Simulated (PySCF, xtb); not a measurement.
H₂MoS₄, SMILES [S]=[Mo](=[S])([SH])[SH], multiplicity 1. The values are those of a single conformer.

Harmonic wavenumbers (cm⁻¹) from xtb with GFN2-xTB at its own minimum, in rising order: 92, 104, 111, 120, 127, 223, 255, 314, 335, 495, 501, 508, 568, 2336, 2337.

Q: What does PBE-D3(BJ)/def2-SVP (PySCF) give at its own minimum? (Estimate from the structure and the level; the computed values follow.)

A: 118, 126, 127, 138, 164, 288, 305, 377, 401, 536, 541, 572, 607, 2583, 2583. Paired by order, the mean absolute difference is 69 cm⁻¹ and the zero-point energies are 12.0 and 13.5 kcal/mol.
